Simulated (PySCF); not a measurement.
Vertical excitations of a molecule C5H7FO from TDA-LC-ωPBE/def2-SVPD (PySCF), as energy in eV (oscillator strength): 7.33 (0.063), 7.47 (0.505), 8.17 (0.006), 8.41 (0.005), 8.65 (0.003), 8.95 (0.000). Lowest triplet (TDA): 4.15 eV. Geometry optimised at B3LYP-D3(BJ)/def2-SVP. One conformer was computed; it need not be the lowest.

Question: Pick the molecule that these values belong to.
A. O[C@@H]1CC=C(F)C1
B. C=C1C[C@@](C)(F)O1
C. CC[C@@H]1C=C(F)O1
D. CC(=O)[C@H]1C[C@H]1F

Answer: B, C=C1C[C@@](C)(F)O1
